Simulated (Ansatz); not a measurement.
Z-matrix (Å, degrees):
```
Si
C 1 1.852
H 1 1.487 2 110.8
H 1 1.487 2 108.6 3 120.1
H 1 1.487 2 110.8 3 -119.8
C 2 1.322 1 121.1 3 -120.1
H 2 1.087 1 121.3 3 59.9
F 6 1.336 2 122.8 1 -180.0
H 6 1.086 2 125.9 1 0.0
```

Total charge 0; spin multiplicity 1.

(1) List the CAM-B3LYP/def2-TZVPP orbital energies in eV (Ansatz). (Best estimate.)

Results:

(1) The calculation gave: Occupied: -1801.00, -674.15, -281.52, -278.82, -145.59, -100.92, -100.91, -100.91, -35.90, -23.51, -18.98, -17.20, -16.31, -14.98, -14.88, -12.36, -11.51, -11.42, -11.24, -9.21. Lowest empty: 0.86, 1.69, 2.19, 2.54, 2.62, 2.88, 3.77, 4.02.
